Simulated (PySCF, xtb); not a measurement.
2-methylidene-1,3-dithiole (C4H4S2), SMILES S1C(SC=C1)=C.

Harmonic wavenumbers (cm⁻¹) from GFN2-xTB in xtb 6.7.1 at its own minimum, in rising order: 102, 305, 369, 395, 424, 585, 590, 633, 703, 759, 759, 792, 796, 805, 1049, 1068, 1187, 1370, 1581, 1625, 3124, 3131, 3142, 3157.

**Question.** What does PBE-D3(BJ)/def2-SVP in PySCF give at its own minimum? (Estimate from the structure and the level; the computed values follow.)

**Answer.** 88, 313, 406, 427, 462, 567, 597, 610, 620, 735, 746, 746, 794, 820, 1050, 1058, 1226, 1339, 1556, 1592, 3100, 3155, 3174, 3202. Paired by order, the mean absolute difference is 26 cm⁻¹ and the zero-point energies are 40.7 and 40.6 kcal/mol.
